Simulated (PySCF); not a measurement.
PySCF 2.14 output of an unrestricted r2SCAN calculation on a single atom or ion in ANO-RCC-VTZP, with the spin-free X2C one-electron Hamiltonian (Gaussian nucleus):

```
SCF conv_tol = 1e-09
number electrons alpha = 34  beta = 27
    J. W. Furness, A. D. Kaplan, J. Ning, J. P. Perdew, and J. Sun.,  J. Phys. Chem. Lett. 11, 8208-8215 (2020)
    J. W. Furness, A. D. Kaplan, J. Ning, J. P. Perdew, and J. Sun.,  J. Phys. Chem. Lett. 11, 9248-9248 (2020)
    J. W. Furness, A. D. Kaplan, J. Ning, J. P. Perdew, and J. Sun.,  J. Phys. Chem. Lett. 11, 8208-8215 (2020)
    J. W. Furness, A. D. Kaplan, J. Ning, J. P. Perdew, and J. Sun.,  J. Phys. Chem. Lett. 11, 9248-9248 (2020)
cycle= 1 E= -10426.0692162875  delta_E= -0.0151  |g|= 0.267  |ddm|= 0.284
cycle= 2 E= -10426.0490684685  delta_E= 0.0201  |g|= 0.443  |ddm|= 0.222
cycle= 3 E= -10426.0801820507  delta_E= -0.0311  |g|= 0.00877  |ddm|= 0.141
cycle= 4 E= -10426.0801975211  delta_E= -1.55e-05  |g|= 0.00136  |ddm|= 0.00875
cycle= 5 E= -10426.080201139  delta_E= -3.62e-06  |g|= 0.00116  |ddm|= 0.00943
cycle= 6 E= -10426.0801994958  delta_E= 1.64e-06  |g|= 0.000797  |ddm|= 0.0058
cycle= 7 E= -10426.0801995764  delta_E= -8.07e-08  |g|= 0.000267  |ddm|= 0.00992
cycle= 8 E= -10426.0802003705  delta_E= -7.94e-07  |g|= 0.000118  |ddm|= 0.00775
cycle= 9 E= -10426.0802003851  delta_E= -1.46e-08  |g|= 5.45e-05  |ddm|= 0.00233
cycle= 10 E= -10426.0802003816  delta_E= 3.46e-09  |g|= 5.59e-06  |ddm|= 0.000717
cycle= 11 E= -10426.0802003815  delta_E= 4.18e-11  |g|= 3.15e-07  |ddm|= 6.07e-05
converged SCF energy = -10426.0802003815  <S^2> = 15.754917  2S+1 = 8.0012292
```

The run itself started from symmetry-adapted Hartree-Fock orbitals and held the occupation by maximum overlap, on a logarithmic radial grid, so the iterations belong to that start.

Problem. Which element, charge and spin multiplicity is this?

Solution. Sm⁺ (samarium, charge +1), multiplicity 8; the state was [Xe] 4f6 6s1, high-spin 8F determinant.

Spin-orbit coupling, absent here, splits the open shell strongly.
